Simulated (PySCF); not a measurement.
SMILES Cl[Si](C#C[SiH](Cl)Cl)(Cl)Cl, B3LYP/def2-SVP optimised geometry.

```
10

Si    -0.79     1.96     0.02
Cl    -0.09     2.92    -1.66
Cl    -2.85     1.95     0.03
C     -0.20     0.22     0.00
C      0.20    -0.93     0.00
Si     0.80    -2.65     0.00
Cl     2.85    -2.65     0.00
Cl     0.11    -3.61     1.68
Cl     0.11    -3.62    -1.68
H     -0.30     2.65     1.23
```

Density from B3LYP/def2-TZVP run with PySCF at that geometry.

Minimum of the electron density along straight lines between bonded atoms, close to the bond critical point (lines longer than 1.1 times the sum of covalent radii, or with two minima, are not listed):

| bond | length / Å | ρ at the minimum / e bohr⁻³ | ∇²ρ there / e bohr⁻⁵ | position (fraction from the first atom) |
|---|---|---|---|---|
| Si1–Cl2 | 2.062 | 0.101 | 0.19 | 0.36 |
| Si1–Cl3 | 2.062 | 0.101 | 0.19 | 0.36 |
| Si1–C4 | 1.832 | 0.122 | 0.28 | 0.39 |
| C4–C5 | 1.224 | ? | ? | 0.50 |
| C5–Si6 | 1.821 | 0.127 | 0.29 | 0.61 |
| Si6–Cl7 | 2.053 | 0.104 | 0.19 | 0.36 |
| Si6–Cl8 | 2.053 | 0.104 | 0.19 | 0.36 |
| Si6–Cl9 | 2.053 | 0.104 | 0.19 | 0.36 |
| Si1–H10 | 1.476 | 0.130 | 0.11 | 0.49 |

Question: Complete the blanks.

Answer: 
- C4–C5, ρ at the minimum / e bohr⁻³: 0.416
- C4–C5, ∇²ρ there / e bohr⁻⁵: -1.28
